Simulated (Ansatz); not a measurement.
`OCO[SiH3]` at its PBE0-D4/def2-TZVP geometry, where that method's forces vanish. Total charge 0; spin multiplicity 1.

```xyz
10

O     0.3552    1.2276    1.9220
C     0.6148    0.5944    0.7224
O    -0.5594    0.0065    0.2219
Si   -0.6735   -0.7287   -1.2457
H     0.0477    0.5683    2.5514
H     1.3849   -0.1851    0.8330
H     0.9791    1.3710    0.0411
H    -2.0746   -1.1873   -1.3741
H    -0.3318    0.2218   -2.3396
H     0.2576   -1.8886   -1.3322
```

Problem. What forces (eV/Å) does B3LYP-D4/def2-TZVPP give on these atoms in the Gaussian-basis code of Ansatz? (Estimate.)

Solution. The calculation gave: 
```
O1  -0.042  0.132  0.283
C2   0.364  0.019 -0.192
O3  -0.194 -0.086 -0.058
Si4 -0.078 -0.120 -0.201
H5  -0.018  0.012  0.066
H6  -0.036  0.053 -0.007
H7  -0.011 -0.050  0.037
H8   0.092  0.027  0.002
H9  -0.019 -0.062  0.067
H10 -0.058  0.074  0.002
```

B3LYP here is the variant with VWN-RPA as its local correlation; programs differ in this.
